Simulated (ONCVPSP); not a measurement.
# Transferability test, ONCV potential for phosphorus (P)

ONCVPSP 4.0.1 input, shortened (lines: element, Z, core and valence counts, functional; n l f; lmax; l rc ep ncon nbas qcut; lloc lpopt rc5 dvloc0; l nproj debl; icmod fcfact rcfact), PBE, scalar-relativistic:

```
  P 15.00    3    2        4      upf
    1    0    2.00
    2    0    2.00
    2    1    6.00
    3    0    2.00
    3    1    3.00
    2
    0    1.75    0.00    3    7    3.40
    1    1.90    0.00    4    7    4.30
    2    2.05    0.37    4    8    4.00
    4    5    1.60    4.00
    0    2    1.70
    1    1    2.20
    2    2    3.60
    3    3.00    1.10
```

Energies are relative to the spin-unpolarised reference configuration 3s2 3p3; without spin polarisation the order of configurations can differ from experiment.

```tsv
valence configuration	charge	ΔE all-electron (eV)	error AE − PS (meV)
3s2 3p2	+1	9.730	+1.0
3s2 3p1	+2	28.877	+13
3s2 3p0	+3	58.616	+62
```

**Question.** What are ΔE and the potential's error for 3s1 3p3?

**Answer.** ΔE = 18.850 eV all-electron; the error (AE − PS) is -11 meV.

Levels in the configuration 3s2 3p2:

```
level  all-electron (eV)  pseudo (eV)
   3s            -23.287      -23.282
   3p            -14.215      -14.210
```
